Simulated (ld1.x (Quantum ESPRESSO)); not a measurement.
PBEsol RRKJ dataset for nickel (Ni), scalar-relativistic all-electron reference.

ld1.x (Quantum ESPRESSO) 7.5 was run on this input:

```
&input
   title='Ni', zed=28., rel=1, dft='PBESOL', iswitch=3,
   config='[Ar] 3d8 4s2 4p0',
   nld=3, rlderiv=3.80, eminld=-3.0, emaxld=5.0, deld=0.02
 /
 &inputp
   pseudotype=2, tm=.false., rho0=0.005, lloc=0,
   nlcc=.true., rcore=1.05,
   file_pseudopw='Ni.UPF', file_wfcaegen='ae.wfc', file_wfcncgen='nc.wfc', file_beta='beta', file_chi='chi'
 /
3
4P  2  1   0.00   0.00  3.50  3.50  0.0
3D  3  2   8.00   0.00  1.40  1.40  0.0
4S  1  0   2.00   0.00  1.60  1.60  0.0
 &test
   configts(1)='3d8 4s2 4p0'
 /
```

Command:

```bash
ld1.x < Ni.in > Ni.out
```

Resulting log (shortened: banner, matrices, multipoles, cross overlaps and the repeated all-electron block are left out):

```
Program LD1 v.7.5
     --------------------------- All-electron run ----------------------------

     Ni
     scalar relativistic calculation

     atomic number is 28.00
     dft =PBESOL   lsd =0 sic =0 latt =0  beta=0.20 tr2=1.0E-14
     Exchange-correlation= PBESOL
                           (   1   4  10   8   0   0   0)
     mesh =1195 r(mesh) =  98.77016 a.u. xmin = -7.00 dx = 0.01250
     1 Ry =  13.60569312 eV, c = 137.03599908

     n l     nl                  e(Ry)          e(Ha)          e(eV)
     1 0     1S 1( 2.00)      -603.0081      -301.5041     -8204.3437
     2 0     2S 1( 2.00)       -72.0919       -36.0459      -980.8602
     2 1     2P 1( 6.00)       -62.0452       -31.0226      -844.1684
     3 0     3S 1( 2.00)        -8.1420        -4.0710      -110.7772
     3 1     3P 1( 6.00)        -5.2371        -2.6186       -71.2545
     3 2     3D 1( 8.00)        -0.6542        -0.3271        -8.9004
     4 0     4S 1( 2.00)        -0.4162        -0.2081        -5.6621
     4 1     4P 1( 0.00)        -0.0876        -0.0438        -1.1922

     final scf error:  5.1E-15 reached in  39 iterations

     Etot =   -3038.473244 Ry,   -1519.236622 Ha,  -41340.534517 eV

     Ekin =    3080.334450 Ry,    1540.167225 Ha,   41910.085242 eV
     Encl =   -7295.645835 Ry,   -3647.822917 Ha,  -99262.318363 eV
     Eh   =    1300.641018 Ry,     650.320509 Ha,   17696.122551 eV
     Exc  =    -123.802877 Ry,     -61.901438 Ha,   -1684.423945 eV

     normalization and overlap integrals

     s(1S/1S) =  1.000000  <r> =   0.0541  <r2> =    0.0039  r(max) =   0.0353
     s(2S/2S) =  1.000000  <r> =   0.2451  <r2> =    0.0709  r(max) =   0.2055
     s(2P/2P) =  1.000000  <r> =   0.2154  <r2> =    0.0570  r(max) =   0.1641
     s(3S/3S) =  1.000000  <r> =   0.7406  <r2> =    0.6339  r(max) =   0.6410
     s(3P/3P) =  1.000000  <r> =   0.7790  <r2> =    0.7171  r(max) =   0.6491
     s(3D/3D) =  1.000000  <r> =   1.0113  <r2> =    1.3894  r(max) =   0.6252
     s(4S/4S) =  1.000000  <r> =   2.7945  <r2> =    9.1358  r(max) =   2.2374
     s(4P/4P) =  1.000000  <r> =   4.3319  <r2> =   22.9842  r(max) =   3.1355

     ------------------------ End of All-electron run ------------------------

     --------------------- Generating NC pseudopotential ---------------------

      Generating local pot.: lloc=0, matching radius rcloc =   1.6000

      Computing core charge for nlcc:

       r > 1.06 : true rho core
       r < 1.06 : rho core = a sin(br)/r    a=   9.35  b=   2.47

      Integrated core pseudo-charge :   5.53

      Wfc   4P  rcut= 3.465  Estimated cut-off energy=       14.53 Ry
      This function has    0 nodes for 0 < r <    3.465

      Wfc   3D  rcut= 1.409  Estimated cut-off energy=      118.25 Ry
      This function has    0 nodes for 0 < r <    1.409

     ------------------- End of pseudopotential generation -------------------

     Computing logarithmic derivative in   3.80595
     Computing logarithmic derivative in   3.80595
     Computing the partial wave expansion
       no projector for channel:   0
     R is outside the sphere for l=    1 j= 0.00
     R is outside the sphere for l=    2 j= 0.00

     ---------------------- Testing the pseudopotential ----------------------

     Ni
     scalar relativistic calculation

     atomic number is 28.00   valence charge is 10.00
     dft =PBESOL   lsd =0 sic =0 latt =0  beta=0.20 tr2=1.0E-14
     mesh =1195 r(mesh) =  98.77016 xmin = -7.00 dx = 0.01250

     n l     nl             e AE (Ry)        e PS (Ry)    De AE-PS (Ry)
     3 2     3D   1( 8.00)       -0.65417       -0.65417        0.00000
     1 0     4S   1( 2.00)       -0.41616       -0.41616       -0.00000
     2 1     4P   1( 0.00)       -0.08762       -0.08762        0.00000

     eps = 5.3E-15  iter = 11

     Etot =   -3038.473244 Ry,   -1519.236622 Ha,  -41340.534517 eV
     Etotps =   -82.387797 Ry,     -41.193898 Ha,   -1120.943079 eV

     Ekin =     100.678531 Ry,      50.339265 Ha,    1369.801195 eV
     Encl =    -119.992779 Ry,     -59.996390 Ha,   -1632.584930 eV
     Ehrt =      70.483687 Ry,      35.241844 Ha,     958.979419 eV
     Ecxc =     -24.233634 Ry,     -12.116817 Ha,    -329.715393 eV
     (Ecc =      -7.981691 Ry,      -3.990845 Ha,    -108.596432 eV)
     Epseu=    -109.323601 Ry,     -54.661801 Ha,   -1487.423370 eV

     ---------------------- End of pseudopotential test ----------------------
```

Generation and configuration tests took about 2.5 s on one core of a shared server CPU.

Transferability test of the new file with ld1.x, input:

```
&input
   title='Ni', zed=28., rel=1, dft='PBESOL', iswitch=2,
   config='[Ar] 3d8 4s2 4p0'
 /
 &test
   file_pseudo='Ni.UPF', nconf=8,
   configts(1)='3d8 4s2 4p0',
   configts(2)='3d8 4s1 4p0',
   configts(3)='3d8 4s0 4p0',
   configts(4)='3d7 4s0 4p0',
   configts(5)='3d8 4s1 4p1',
   configts(6)='3d9 4s1 4p0',
   configts(7)='3d9 4s0 4p0',
   configts(8)='3d7 4s2 4p0'
 /
```

```bash
ld1.x < Ni.test.in > Ni.test.out
```

Pseudopotential blocks of its output, shortened (energy terms left out; the distinct warnings before each block abridged to one line each):

```
     ---------------------- Testing the pseudopotential ----------------------

     n l     nl             e AE (Ry)        e PS (Ry)    De AE-PS (Ry)
     3 2     3D   1( 8.00)       -0.65417       -0.65417        0.00000
     1 0     4S   1( 2.00)       -0.41616       -0.41616       -0.00000
     2 1     4P   1( 0.00)       -0.08762       -0.08762        0.00000

     eps = 9.4E-15  iter = 15

     Etot =   -3038.473244 Ry,   -1519.236622 Ha,  -41340.534517 eV
     Etotps =   -82.387798 Ry,     -41.193899 Ha,   -1120.943093 eV

     ---------------------- End of pseudopotential test ----------------------

          ---------------------- Testing the pseudopotential ----------------------

     n l     nl             e AE (Ry)        e PS (Ry)    De AE-PS (Ry)
     3 2     3D   1( 8.00)       -1.31961       -1.31700       -0.00262
     1 0     4S   1( 1.00)       -0.96845       -0.96892        0.00047
     2 1     4P   1( 0.00)       -0.55314       -0.55351        0.00037

     eps = 8.9E-15  iter = 18

     Etot =   -3037.787020 Ry,   -1518.893510 Ha,  -41331.197968 eV
     Etotps =   -81.701346 Ry,     -40.850673 Ha,   -1111.603440 eV
     dEtot_ae =       0.686224 Ry
     dEtot_ps =       0.686452 Ry,   Delta E=      -0.000228 Ry

     ---------------------- End of pseudopotential test ----------------------

          Warning: n=3, l=2 expected 0 nodes, found 1
     ---------------------- Testing the pseudopotential ----------------------

     n l     nl             e AE (Ry)        e PS (Ry)    De AE-PS (Ry)
     3 2     3D   1( 8.00)       -2.08291       -2.08116       -0.00175
     1 0     4S   1( 0.00)       -1.57641       -1.57946        0.00305
     2 1     4P   1( 0.00)       -1.08772       -1.08997        0.00225

     eps = 3.0E-15  iter = 16

     Etot =   -3036.518386 Ry,   -1518.259193 Ha,  -41313.937317 eV
     Etotps =   -80.431132 Ry,     -40.215566 Ha,   -1094.321301 eV
     dEtot_ae =       1.954858 Ry
     dEtot_ps =       1.956666 Ry,   Delta E=      -0.001808 Ry

     ---------------------- End of pseudopotential test ----------------------

          ---------------------- Testing the pseudopotential ----------------------

     n l     nl             e AE (Ry)        e PS (Ry)    De AE-PS (Ry)
     3 2     3D   1( 7.00)       -3.45662       -3.52081        0.06420  !
     1 0     4S   1( 0.00)       -2.43992       -2.46227        0.02235  !
     2 1     4P   1( 0.00)       -1.84973       -1.84941       -0.00032

     eps = 4.2E-15  iter = 12

     Etot =   -3033.766837 Ry,   -1516.883419 Ha,  -41276.500594 eV
     Etotps =   -77.650183 Ry,     -38.825091 Ha,   -1056.484558 eV
     dEtot_ae =       4.706407 Ry
     dEtot_ps =       4.737615 Ry,   Delta E=      -0.031208 Ry

     ---------------------- End of pseudopotential test ----------------------

          ---------------------- Testing the pseudopotential ----------------------

     n l     nl             e AE (Ry)        e PS (Ry)    De AE-PS (Ry)
     3 2     3D   1( 8.00)       -0.79571       -0.79646        0.00076
     1 0     4S   1( 1.00)       -0.50666       -0.50670        0.00004
     2 1     4P   1( 1.00)       -0.15516       -0.15518        0.00002

     eps = 1.3E-15  iter = 17

     Etot =   -3038.132919 Ry,   -1519.066460 Ha,  -41335.904168 eV
     Etotps =   -82.047435 Ry,     -41.023717 Ha,   -1116.312219 eV
     dEtot_ae =       0.340324 Ry
     dEtot_ps =       0.340363 Ry,   Delta E=      -0.000039 Ry

     ---------------------- End of pseudopotential test ----------------------

          ---------------------- Testing the pseudopotential ----------------------

     n l     nl             e AE (Ry)        e PS (Ry)    De AE-PS (Ry)
     3 2     3D   1( 9.00)       -0.34286       -0.32384       -0.01903  !
     1 0     4S   1( 1.00)       -0.33024       -0.33605        0.00581  !
     2 1     4P   1( 0.00)       -0.05116       -0.05432        0.00316

     eps = 4.4E-15  iter = 22

     Etot =   -3038.591457 Ry,   -1519.295729 Ha,  -41342.142892 eV
     Etotps =   -82.491654 Ry,     -41.245827 Ha,   -1122.356126 eV
     dEtot_ae =      -0.118213 Ry
     dEtot_ps =      -0.103856 Ry,   Delta E=      -0.014357 Ry

     ---------------------- End of pseudopotential test ----------------------

          ---------------------- Testing the pseudopotential ----------------------

     n l     nl             e AE (Ry)        e PS (Ry)    De AE-PS (Ry)
     3 2     3D   1( 9.00)       -0.95142       -0.92314       -0.02828  !
     1 0     4S   1( 0.00)       -0.83906       -0.84618        0.00712  !
     2 1     4P   1( 0.00)       -0.46406       -0.47153        0.00746  !

     eps = 5.8E-15  iter = 14

     Etot =   -3038.012846 Ry,   -1519.006423 Ha,  -41334.270486 eV
     Etotps =   -81.906368 Ry,     -40.953184 Ha,   -1114.392905 eV
     dEtot_ae =       0.460398 Ry
     dEtot_ps =       0.481430 Ry,   Delta E=      -0.021032 Ry

     ---------------------- End of pseudopotential test ----------------------

          ---------------------- Testing the pseudopotential ----------------------

     n l     nl             e AE (Ry)        e PS (Ry)    De AE-PS (Ry)
     3 2     3D   1( 7.00)       -1.76634       -1.80080        0.03446  !
     1 0     4S   1( 2.00)       -1.10409       -1.10339       -0.00070
     2 1     4P   1( 0.00)       -0.64347       -0.63662       -0.00685  !

     eps = 8.4E-15  iter = 14

     Etot =   -3037.286252 Ry,   -1518.643126 Ha,  -41324.384667 eV
     Etotps =   -81.183721 Ry,     -40.591861 Ha,   -1104.560800 eV
     dEtot_ae =       1.186992 Ry
     dEtot_ps =       1.204076 Ry,   Delta E=      -0.017084 Ry

     ---------------------- End of pseudopotential test ----------------------
```
